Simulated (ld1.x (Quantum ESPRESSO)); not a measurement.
Reading a pseudo-wave (copper)

Columns: radius, all-electron u(r) and pseudo u(r) of the 4p shell (level -1.13 eV) of copper in the configuration [Ar] 3d9 4s2 4p0; PBEsol, scalar-relativistic, TM semilocal scheme, ld1.x (Quantum ESPRESSO) 7.5.

```json
{"r (bohr)": "0.113", "all-electron": "0.0965", "pseudo": "0.0016"}
{"r (bohr)": "0.225", "all-electron": "0.0306", "pseudo": "0.0062"}
{"r (bohr)": "0.338", "all-electron": "-0.0826", "pseudo": "0.0140"}
{"r (bohr)": "0.450", "all-electron": "-0.1503", "pseudo": "0.0249"}
{"r (bohr)": "0.563", "all-electron": "-0.1639", "pseudo": "0.0391"}
{"r (bohr)": "0.675", "all-electron": "-0.1385", "pseudo": "0.0564"}
{"r (bohr)": "0.788", "all-electron": "-0.0904", "pseudo": "0.0770"}
{"r (bohr)": "0.900", "all-electron": "-0.0327", "pseudo": "0.1006"}
{"r (bohr)": "1.013", "all-electron": "0.0283", "pseudo": "0.1274"}
{"r (bohr)": "1.125", "all-electron": "0.0874", "pseudo": "0.1566"}
{"r (bohr)": "1.238", "all-electron": "0.1433", "pseudo": "0.1884"}
{"r (bohr)": "1.350", "all-electron": "0.1941", "pseudo": "0.2213"}
{"r (bohr)": "1.463", "all-electron": "0.2404", "pseudo": "0.2552"}
{"r (bohr)": "1.575", "all-electron": "0.2813", "pseudo": "0.2885"}
{"r (bohr)": "1.688", "all-electron": "0.3178", "pseudo": "0.3208"}
{"r (bohr)": "1.800", "all-electron": "0.3495", "pseudo": "0.3505"}
{"r (bohr)": "1.913", "all-electron": "0.3774", "pseudo": "0.3776"}
{"r (bohr)": "2.025", "all-electron": "0.4012", "pseudo": "0.4013"}
{"r (bohr)": "2.138", "all-electron": "0.4218", "pseudo": "0.4218"}
{"r (bohr)": "2.250", "all-electron": "0.4390", "pseudo": "0.4390"}
{"r (bohr)": "2.363", "all-electron": "0.4533", "pseudo": "0.4533"}
{"r (bohr)": "2.475", "all-electron": "0.4649", "pseudo": "0.4649"}
{"r (bohr)": "2.588", "all-electron": "0.4742", "pseudo": "0.4742"}
{"r (bohr)": "2.700", "all-electron": "0.4811", "pseudo": "0.4811"}
{"r (bohr)": "2.813", "all-electron": "0.4861", "pseudo": "0.4861"}
{"r (bohr)": "2.925", "all-electron": "0.4892", "pseudo": "0.4892"}
```

Task: How many radial nodes do the two functions have?

Result: The all-electron 4p function has n − l − 1 = 2; the pseudo-wave has 0, since the states of the same l below it are removed with the core.

Task: At about which radius was the pseudo-wave matched?

Result: 2.25 bohr. The columns agree to 0.0005 from 1.91 bohr on; several derivatives are matched, so the curves merge somewhat inside the radius.

Task: Is the pseudo-wave norm-conserving?

Result: Yes: the TM semilocal scheme keeps the norm inside the radius equal to the all-electron one, which fixes the energy derivative of the logarithmic derivative at the level.
